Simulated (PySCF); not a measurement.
# Correlation energy of Zr²⁺ (zirconium, charge +2)

[Kr] 4d1 5s1, high-spin 3D determinant (an excited configuration). All numbers are calculated (PySCF 2.14, scalar relativity by spin-free X2C-1e, in x2c-QZVPPall). Frozen: [Kr]; 2 electrons correlated.

With two correlated electrons CCSD is exact within the correlated space (frozen core and kept virtual orbitals).

```csv
level,correlation energy (mhartree)
CCSD,-6.30
```

Diagnostics: T1 = 0.0038, D1 = 0.0076, largest double amplitude 0.023.

Cost of the coupled-cluster step: roughly 22 core-seconds, for 2 correlated electrons.

Iterations:

```
CC2 = 0
CCSD nocc = (np.int64(2), np.int64(0)), nmo = (93, 93)
frozen orbitals [[0, 1, 2, 3, 4, 5, 6, 7, 8, 9, 10, 11, 12, 13, 14, 15, 16, 17], [0, 1, 2, 3, 4, 5, 6, 7, 8, 9, 10, 11, 12, 13, 14, 15, 16, 17]]
max_cycle = 100
direct = 0
conv_tol = 1e-08
conv_tol_normt = 1e-06
diis_space = 8
diis_start_cycle = 0
Init t2, MP2 energy = -0.00462927609679735
Init E_corr(UCCSD) = -0.00462927611685845
cycle = 1  E_corr(UCCSD) = -0.00578266958820542  dE = -0.00115339347  norm(t1,t2) = 0.0144369
cycle = 2  E_corr(UCCSD) = -0.00612395631801759  dE = -0.00034128673  norm(t1,t2) = 0.00548751
cycle = 3  E_corr(UCCSD) = -0.00628081758896905  dE = -0.000156861271  norm(t1,t2) = 0.00338049
cycle = 4  E_corr(UCCSD) = -0.00629935728932531  dE = -1.85397004e-05  norm(t1,t2) = 0.00391426
cycle = 5  E_corr(UCCSD) = -0.00629442867789514  dE = 4.92861143e-06  norm(t1,t2) = 0.00141357
cycle = 6  E_corr(UCCSD) = -0.00629781747241532  dE = -3.38879452e-06  norm(t1,t2) = 0.000364802
cycle = 7  E_corr(UCCSD) = -0.00629773133673591  dE = 8.61356794e-08  norm(t1,t2) = 4.64536e-05
cycle = 8  E_corr(UCCSD) = -0.00629785482320596  dE = -1.2348647e-07  norm(t1,t2) = 9.70569e-06
cycle = 9  E_corr(UCCSD) = -0.00629779358780917  dE = 6.12353968e-08  norm(t1,t2) = 2.54213e-06
cycle = 10  E_corr(UCCSD) = -0.00629780657924432  dE = -1.29914352e-08  norm(t1,t2) = 5.51994e-07
cycle = 11  E_corr(UCCSD) = -0.00629780945911341  dE = -2.87986909e-09  norm(t1,t2) = 2.11919e-07
UCCSD converged
E(UCCSD) = -3595.506248202647  E_corr = -0.006297809459113413
```
